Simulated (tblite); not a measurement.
Species: C₆H₉NO₂S.
SMILES with atom numbers: `[CH2:1]=[N:2][CH2:3][C:4]1=[CH:5][CH2:6][S:7](=[O:8])(=[O:9])[CH2:10]1` (hydrogens: H11, H12 on C1; H13, H14 on C3; H15 on C5; H16, H17 on C6; H18, H19 on C10)

Structure used (GFN2-xTB), in Å, numbered top down from 1:
```
atom  x, y, z in Å
C1     2.9762   -0.5500    0.9338
N2     2.0860    0.3245    0.8775
C3     1.5335    0.7169   -0.3903
C4     0.0629    0.4029   -0.3902
C5    -0.5331   -0.4048   -1.2631
C6    -1.9758   -0.6792   -1.0716
S7    -2.1839   -0.2276    0.6958
O8    -3.4319    0.4506    0.9137
O9    -1.8926   -1.3619    1.5229
C10   -0.7782    0.9462    0.7066
H11    3.3603   -0.8291    1.9032
H12    3.4064   -1.0549    0.0614
H13    2.0254    0.2275   -1.2458
H14    1.6666    1.8019   -0.4701
H15    0.0009   -0.8873   -2.0671
H16   -2.6323   -0.0205   -1.6349
H17   -2.2429   -1.7177   -1.2412
H18   -1.1983    1.9253    0.4916
H19   -0.2590    0.9466    1.6604
```

Calculated harmonic vibrations of the isolated species, GFN2-xTB (tblite), most abundant isotopes, no scaling. This tight-binding method is rough: wavenumbers can miss measured ones by several per cent, in bad cases by 10 to 20. One conformer, not necessarily the lowest.

Harmonic wavenumbers (cm⁻¹): 30.3, 45.4, 92.2, 160.8, 214.9, 267.9, 289.8, 326.7, 359.0, 408.6, 432.2, 488.6, 514.7, 569.9, 661.5, 702.4, 769.8, 787.1, 817.7, 831.0, 901.1, 967.3, 989.5, 1008.2, 1035.9, 1043.1, 1063.4, 1094.0, 1128.7, 1141.5, 1172.3, 1194.5, 1209.2, 1263.9, 1289.1, 1312.0, 1396.6, 1409.4, 1416.4, 1444.4, 1702.2, 1764.1, 2851.0, 2875.8, 2927.2, 3003.2, 3009.1, 3033.8, 3036.8, 3084.4, 3091.6.

A = 2474, B = 719.3, C = 668.4 MHz; mass 159.035 u (most abundant isotopes); point group C1, symmetry number 1.

**Question.** What is the zero-point energy?

**Answer.** Half the sum of the wavenumbers: 31315 cm⁻¹ = 89.53 kcal/mol.

**Question.** Entropy at 400 K, 1 bar (ideal gas, RRHO, classical rotation)?

**Answer.** Translation 42.59, rotation 30.86, vibration 41.61: S = 115.1 cal/(mol K).

**Question.** And Cp and H(400 K) − H(0)?

**Answer.** Cp = 50.70 cal/(mol K), of which vibrations give 42.75 (their classical limit is 51 R = 101.3); H(400 K) − H(0) = 11.69 kcal/mol without the zero-point energy, 8.51 from vibrations.

**Question.** Blend soft modes into free rotors: weight 1/[1 + (100 cm⁻¹/ν̃)⁴] for the oscillator and the rest for a rotor with moment μB/(μ + B), μ = h/(8π²ν), B = 10⁻⁴⁴ kg m². What vibrational entropy results?

**Answer.** 37.37 cal/(mol K) in place of 41.61, which changes −T·S at 400 K by +1.70 kcal/mol.

**Question.** What must be added to the electronic energy to get the Gibbs energy at 400 K and 1 bar?

**Answer.** ZPE + [H(400 K) − H(0)] − T·S = 89.53 + 11.69 − 46.02 = 55.20 kcal/mol.

**Question.** How do the functions run with temperature in this model?

**Answer.** 
| T (K) | S (cal/(mol K)) | Cp (cal/(mol K)) | H − H(0) (kcal/mol) | G − H(0) (kcal/mol) | ln q(vib) |
| --- | --- | --- | --- | --- | --- |
| 100 | 72.3 | 18.3 | 1.32 | -5.90 | 2.29 |
| 200 | 88.2 | 29.0 | 3.68 | -13.95 | 4.93 |
| 300 | 102.0 | 40.2 | 7.13 | -23.47 | 7.57 |
| 500 | 127.4 | 59.5 | 17.22 | -46.46 | 12.91 |
| 800 | 159.6 | 77.2 | 37.98 | -89.67 | 20.67 |
| 1000 | 177.6 | 84.5 | 54.19 | -123.43 | 25.49 |

q(vib) and H(0) count from the zero-point level.

**Question.** Which modes carry the vibrational entropy at 400 K?

**Answer.** 30.3 cm⁻¹: 6.39; 45.4 cm⁻¹: 5.59; 92.2 cm⁻¹: 4.19; 160.8 cm⁻¹: 3.10; 214.9 cm⁻¹: 2.55; 267.9 cm⁻¹: 2.14 cal/(mol K); the other 45 give 17.66 together.

Hindered rotation and anharmonicity are outside this model. Other conformers, if any are populated, would add a mixing term that is left out. The structure is chiral; the term R ln 2 for an equal mix with its mirror image is left out.
